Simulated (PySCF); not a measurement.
Diatomics of Sr with the chalcogens

PBE0 with double-zeta basis sets in PySCF, for the lowest determinant that a PBE0 search found; no spin–orbit coupling. De refers to high-spin ground-configuration atoms. A positive dipole means M(−)Sr(+).

```csv
M,basis,state (unpaired electrons),Re (Å),ωe (cm⁻¹),De (eV),μ (D)
O,def2-SVPD,singlet (closed shell),1.959,696,3.97,9.03
S,def2-SVP,singlet (closed shell),2.449,409,3.60,10.37
Te,def2-SVP,singlet (closed shell),2.798,226,2.75,10.80
```

Question: The row for M = Se is missing. Estimate Re, ωe and De as the mean of the rows for S and Te, and compare with the calculation.

Answer: The means are 2.623 Å, 318 cm⁻¹ and 3.17 eV. PBE0 in def2-SVP gives SrSe as a singlet (closed shell) with Re = 2.581 Å, ωe = 283 cm⁻¹, De = 3.26 eV, so the estimate is off by +4.3 pm, +12 % and -0.08 eV.

The rows differ in basis set, which adds steps of its own.

Spin–orbit coupling is left out, which matters for elements this heavy, above all for dissociation energies.
